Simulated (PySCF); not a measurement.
Dipole response of I (iodine, neutral)

[Kr] 4d10 5s2 5p5, 2P determinant. All numbers are calculated (PySCF 2.14, the spin-free X2C one-electron Hamiltonian (Gaussian nucleus), in aug-cc-pwCVTZ-DK3). Coupled (time-dependent) response in atomic units; α is the mean over directions.

```tsv
method	mean α (bohr³)	α xx, yy, zz	C₆ (like pair)	S(−4)
M06-2X	31.96	29.65, 33.11, 33.11	339.6	207.7
```

S(−4) is the Cauchy moment in α(ω) = α(0) + S(−4) ω² + …

Reference α: 32.9 ± 1.3 bohr³ (recommended; Schwerdtfeger and Nagle, table of static dipole polarizabilities (2023 update)). Published C₆: 385.0 (Chu and Dalgarno (2004); Tang, Norbeck and Certain (1976)).

Spin-orbit coupling is absent.

α(iu) at M06-2X:

| u (hartree) | α(iu) (bohr³) |
| --- | --- |
| 0 | 31.96 |
| 0.0500 | 31.45 |
| 0.100 | 30.04 |
| 0.200 | 25.70 |
| 0.300 | 21.03 |
| 0.500 | 13.85 |
| 0.750 | 8.769 |
| 1.00 | 6.047 |
| 1.50 | 3.474 |
| 2.00 | 2.333 |
| 3.00 | 1.325 |
| 5.00 | 0.6236 |

The components differ because the open shell of this determinant is not spherical; for a pure term their mean is the scalar polarisability.
